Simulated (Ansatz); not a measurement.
ZrAl6⁺. Charge 1, multiplicity 2. Geometry B3LYP-D4/def2-SVP.

| atom | x (Å) | y (Å) | z (Å) |
| --- | --- | --- | --- |
| Zr1 | -1.9363 | -0.3573 | -1.3140 |
| Al2 | -0.0024 | 1.6199 | -1.0692 |
| Al3 | 1.1527 | 1.4839 | 1.2962 |
| Al4 | 1.9341 | -0.9137 | 0.7979 |
| Al5 | 0.7888 | -0.8210 | -1.5738 |
| Al6 | -1.3656 | 0.7139 | 1.1830 |
| Al7 | -0.5714 | -1.7257 | 0.6799 |

In the def2 sets Zr takes a core potential, while STO-3G treats all electrons; there is no spin–orbit coupling. At HF/STO-3G, r2SCAN-D4/def2-TZVP the charge 1 doublet is spin-contaminated (final ⟨S²⟩ up to 2.80, 0.75 for a pure state). Another isomer (doublet) lies 0.10 eV lower at PBE0-D4/def2-TZVP.

Question: Estimate the α-spin orbital energies around the gap (eV) in Ansatz with HF/STO-3G, PBE-D4/def2-TZVP, r2SCAN-D4/def2-TZVP, PBE0-D4/def2-SVP, ωB97X-V/def2-TZVP.

Answer: 
```
orbital  HF/STO-3G  PBE-D4/def2-TZVP  r2SCAN-D4/def2-TZVP  PBE0-D4/def2-SVP  ωB97X-V/def2-TZVP
 HOMO−9     -13.92            -12.92               -13.19            -14.35             -16.67
 HOMO−8     -13.10            -12.34               -12.58            -13.72             -15.99
 HOMO−7     -12.40            -12.18               -12.42            -13.53             -15.75
 HOMO−6      -9.02             -9.82                -9.96            -10.76             -12.58
 HOMO−5      -7.59             -9.81                -9.88            -10.65             -12.15
 HOMO−4      -6.99             -9.08                -9.24             -9.90             -11.34
 HOMO−3      -6.49             -9.07                -9.19             -9.76             -11.16
 HOMO−2      -6.12             -8.70                -8.84             -9.57             -11.10
 HOMO−1      -5.67             -8.50                -8.57             -9.23             -10.59
   HOMO      -5.28             -7.85                -8.15             -8.87             -10.49
   LUMO       1.96             -7.37                -7.27             -6.79              -4.79
 LUMO+1       2.61             -7.26                -7.17             -6.73              -4.77
 LUMO+2       2.71             -7.06                -6.99             -6.53              -4.56
 LUMO+3       2.89             -6.73                -6.59             -6.13              -4.18
 LUMO+4       3.47             -6.61                -6.46             -6.09              -4.11
 LUMO+5       3.74             -5.92                -5.78             -5.45              -3.83
 β HOMO      -4.81             -8.39                -8.41             -9.10             -10.43
 β LUMO       2.03             -7.19                -7.05             -6.59              -4.65
```
